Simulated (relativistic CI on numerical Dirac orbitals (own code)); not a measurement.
# Slater and spin-orbit integrals, In XII

These numbers are calculated, not measured: Dirac-Coulomb-Breit CI, separate exchange-only KLI orbitals for each configuration, model QED (radiative potential, 1s self-energy scaled to tabulated hydrogen-like ionisation energies), unscaled Slater integrals (own radial code, finite nucleus).

Slater integrals F^k, G^k are unscaled and averaged over j, outside the closed core [Ar] 3d10; ζ comes from projecting the Hamiltonian with its Breit term on Σ l·s of the shell.

- 4s²4p⁶4d²: F^2(4d,4d) = 110250, F^4(4d,4d) = 74372, ζ(4d) = 4217.5 cm⁻¹; <r>(4d) = 0.9254, <r^2>(4d) = 0.9789 (bohr units).
- 4s²4p⁵4d³: ζ(4p) = 42466, F^2(4d,4d) = 110400, F^4(4d,4d) = 74472, F^2(4p,4d) = 115480, G^1(4p,4d) = 146560, G^3(4p,4d) = 92160, ζ(4d) = 4222.7 cm⁻¹; <r>(4p) = 0.8437, <r^2>(4p) = 0.8043, <r>(4d) = 0.9239, <r^2>(4d) = 0.9758 (bohr units).
- 4s²4p⁶4d4f: ζ(4d) = 4264.5, F^2(4d,4f) = 100800, F^4(4d,4f) = 65936, G^1(4d,4f) = 120200, G^3(4d,4f) = 76844, G^5(4d,4f) = 54790, ζ(4f) = 136.02 cm⁻¹; <r>(4d) = 0.9242, <r^2>(4d) = 0.9769, <r>(4f) = 1.064, <r^2>(4f) = 1.309 (bohr units).

Task: Give the Racah parameters of the d shell in 4s²4p⁶4d².

Result: B = F²/49 − 5F⁴/441 = 1407 cm⁻¹ and C = 35F⁴/441 = 5903 cm⁻¹.

Averages of the first 10 configurations, taken without configuration mixing, which lowers the lowest level and can move excited configurations by several eV; other configurations of the list can lie among them:

| Configuration | Parity | States | Average energy above the lowest level (eV) |
| --- | --- | --- | --- |
| 4s²4p⁶4d² | even | 45 | 5.2 |
| 4s²4p⁵4d³ | odd | 720 | 75.8 |
| 4s²4p⁶4d4f | odd | 140 | 80.3 |
| 4s²4p⁶4d5s | even | 20 | 69.3 |
| 4s4p⁶4d³ | even | 240 | 127.3 |
| 4s²4p⁶4d5p | odd | 60 | 86.1 |
| 4s²4p⁵4d²4f | even | 3780 | 149.9 |
| 4s²4p⁶4f5s | odd | 28 | 145.8 |
| 4s²4p⁶4d5d | even | 100 | 111.8 |
| 4s²4p⁶5s5p | odd | 12 | 153.2 |
